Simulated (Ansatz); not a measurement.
Compare A (`O[SiH2][SiH2]CCl`) with its isomer B (`OC([SiH3])[SiH2]Cl`).

Program: Ansatz. Geometries: PBE0-D4/def2-TZVP. ΔE: electronic, gas phase. CCSD(T)/CBS adds triple-zeta CCSD(T) − MP2 to the extrapolated MP2 energy (def2 sets, frozen cores). DFT in def2-TZVPP. B3LYP here is the variant with VWN-RPA as its local correlation; programs differ in this. One conformer a species, not always the lowest.

Problem. Which is lower in electronic energy at CCSD(T)/CBS, and by how much? (Estimate.)

Solution. Ansatz gave: A, by 23.0 kJ/mol.

Problem. Give E(B) − E(A) in kJ/mol with B3LYP-D4, CCSD/def2-TZVPP, PBE-D4, B2PLYP, PBE0-D4, MP2/def2-TZVPP, ωB97M-V. (Best estimate.)

Solution. Computed: B3LYP-D4 21.7, CCSD/def2-TZVPP 22.5, PBE-D4 23.0, B2PLYP 22.8, PBE0-D4 22.7, MP2/def2-TZVPP 19.5, ωB97M-V 14.0. None reverses the order clearly.

Problem. Does the order hold for the free energy at 298.15 K (harmonic terms from PBE0-D4)? (An estimate is asked.)

Solution. The calculation gave: Yes: G(B) − G(A) = +24.2 kJ/mol, for one conformer each. Modes under 60 cm⁻¹, often nearly free rotors, make the harmonic entropy too high.

Largest T1 diagnostic: 0.011.

Leaving LDA and LC-ωPBE aside and taking each functional with its dispersion term where it has one, the values, not all of them listed here, spread over 9.4 kJ/mol, from ωB97M-V to B97M-V. LDA lies −8.0 kJ/mol from PBE without D4. At CCSD(T), def2-SVP lies −21.0 kJ/mol from the extrapolated value and def2-TZVPP −1.0 kJ/mol.
